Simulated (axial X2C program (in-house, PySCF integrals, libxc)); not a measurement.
# Potential curves of MoP⁻, spin-free

Calculated with an axial X2C code built on PySCF integrals. Spin-free means the one-electron spin-free X2C Hamiltonian. Basis: Mo dyall-acv3z [12s13p10d5f3g], P dyall-av3z [9s8p3d2f] (cores contracted in-house); Gaussian nuclei, density fitting, unrestricted open shells. Masses: Mo 97.905 u, P 30.974 u.

State: M_S = 2, Λ = 1 (beyond evenly filled blocks: σα, π+α, δ+α, δ-α). Energies in eV from the fragments at the same level (Mo + P-). Fits are polynomials in 1 − R0/R over 0.85 to 1.23 times the lowest point R0.

```
 R (Å)  CCSD(T)
1.9811  -2.3300
2.0464  -2.5973
2.1117  -2.7349
2.1770  -2.7773
2.2532  -2.7408
2.3294  -2.6410
2.4274  -2.4563
```

Correlated methods: 12 electrons correlated (number of frozen shells: Mo 4 s, 3 p, 1 d; P 2 s, 1 p), 312 virtual spin orbitals or spinors in MP2, 90 natural virtuals in coupled cluster.

The state is one determinant whose occupation by symmetry is held fixed; it was picked as the lowest of a PBE0 search that is not exhaustive. Dissociation energies refer to the lowest single-determinant-based atoms at the same level and basis. CCSD and (T) use frozen natural virtuals with an MP2 correction for the truncation; (T) itself is uncorrected, so its De runs slightly low. PBE0 can misorder states that lie within some tenths of an eV, so this need not be the ground state of the molecule. The nearest other spin-free determinant of the search, M_S = 1, Λ = 0, lies 0.07 eV up at the distance of the search. The determinant is spin-polarised beyond a pure state at some levels (its spin-free form has ⟨S²⟩ too high), which makes Re and μ there less reliable. The T1 diagnostic is large, a sign of multireference character. With the outer-core shells frozen, correlated bond lengths of heavy atoms tend to come out a few hundredths of an ångström too long. Coupled cluster ran on the points near the minimum only. MP2 and coupled cluster on one determinant become unreliable at the stretched end.

Task: What are Re, ωe and De at the CCSD(T) level?

Result: At CCSD(T), spin-free: Re = 2.181 Å, ωe ≈ 427 cm⁻¹, De = 2.78 eV to Mo + P-; Be follows as 0.151 cm⁻¹.
